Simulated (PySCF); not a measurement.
H5Mo, neutral, multiplicity 2. Atoms are numbered in the order given.

```xyz
6

Mo     0.0374    -0.0179     0.0000
H      1.5360     0.8044     0.0000
H     -1.1651     0.7901     0.8064
H     -0.3882    -0.8162     1.4210
H     -1.1651     0.7901    -0.8064
H     -0.3882    -0.8162    -1.4210
```
Charge 0, spin multiplicity 2.

Geometry optimised at PBE-D3(BJ)/def2-TZVPD. The spin state was assumed, not searched. The def2 effective core potentials stand for the cores of Mo; spin–orbit coupling is left out.

Calculation: TDA-B3LYP/def2-TZVPD in PySCF.

Vertical excitations. The molecule is in vacuum.

| state | energy (eV) | λ (nm) | f | main pairs |
|---|---|---|---|---|
| root 1 | 1.84 | 673 | 0.000 | α HOMO→LUMO 98 % |
| root 2 | 1.87 | 662 | 0.000 | α HOMO→LUMO+1 97 % |
| root 3 | 2.53 | 491 | 0.020 | α HOMO→LUMO+2 96 % |
| root 4 | 3.14 | 395 | 0.000 | β HOMO→LUMO 98 % |
| root 5 | 3.35 | 370 | 0.000 | α HOMO−1→LUMO 53 %, β HOMO→LUMO+1 45 % |
| root 6 | 3.52 | 352 | 0.000 | α HOMO−1→LUMO+1 51 %, β HOMO→LUMO+2 47 % |
| root 7 | 3.93 | 315 | 0.000 | α HOMO−1→LUMO+2 56 %, β HOMO→LUMO+3 37 % |
| root 8 | 4.00 | 310 | 0.020 | α HOMO−1→LUMO 37 %, β HOMO→LUMO+1 45 %, β HOMO−1→LUMO 15 % |
| root 9 | 4.02 | 308 | 0.002 | α HOMO−1→LUMO+1 42 %, β HOMO→LUMO+2 45 %, β HOMO−2→LUMO 7 % |
| root 10 | 4.18 | 297 | 0.000 | α HOMO−2→LUMO 54 %, β HOMO−1→LUMO+1 39 % |
Unrestricted roots are not spin-pure.
